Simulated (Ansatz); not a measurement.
```yaml
crystal:
  periodic: [false, false, false]
  atoms:
    - {symbol: C, position_ang: [-1.557323, 2.233199, -0.730915]}
    - {symbol: Al, position_ang: [-0.312004, -1.503063, 0.885799]}
    - {symbol: C, position_ang: [3.746436, -2.716618, 0.282830]}
    - {symbol: N, position_ang: [6.161820, -3.405949, -0.090636]}
    - {symbol: H, position_ang: [-3.359399, 1.920875, -2.298930]}
    - {symbol: H, position_ang: [-2.409199, 3.671232, 1.003586]}
    - {symbol: H, position_ang: [0.220957, 3.389106, -1.857311]}
    - {symbol: H, position_ang: [-2.288447, -3.714403, 2.682818]}
basis:
  gaussian: {orbitals: def2-TZVPD}
hamiltonian: {xc: {name: rPW86-PBE}}
scf: {lower_state_search: off}
```

```sh
$ ansatz run in.yaml --threads 2 --pin off --events-out ev --progress --plain --max-ram 22528MiB --backend cpu
```

Output, abridged:

```
Functional definition: rPW86-PBE
995 factors; their error is unknown
mean field evaluation 1: about -10148.0077 eV, gradient 1.3e2 eV
mean field evaluation 2: about -9692.5788 eV, gradient 2.3e2 eV
mean field evaluation 4: about -9663.5339 eV, gradient 2.3e2 eV
mean field evaluation 8: about -10209.9726 eV, gradient 8.0e0 eV
mean field evaluation 16: about -10210.9685 eV, gradient 1.9e-2 eV
mean field -10210.96137181 eV, -375.2459091760 hartree, gradient 2.0e-6 eV, S^2 0.000000; 0 other end points of the search recorded, 0 dependent functions left out
reference -10210.96157468 eV, -375.2459166310 hartree; 18, 18 occupied and 172, 172 virtual orbitals, 995 factors
Total energy: -10210.96157468 eV, -375.2459166310 hartree
Checks for a lower state left out: stability, starts, cluster_reference, orbital_swaps, neighbouring_geometries, increment
```

Task: What is wrong with this run?

Result: The geometry is stretched to more than twice its size. Self-consistency was reached. The result belongs to that input, not to the molecule as meant.
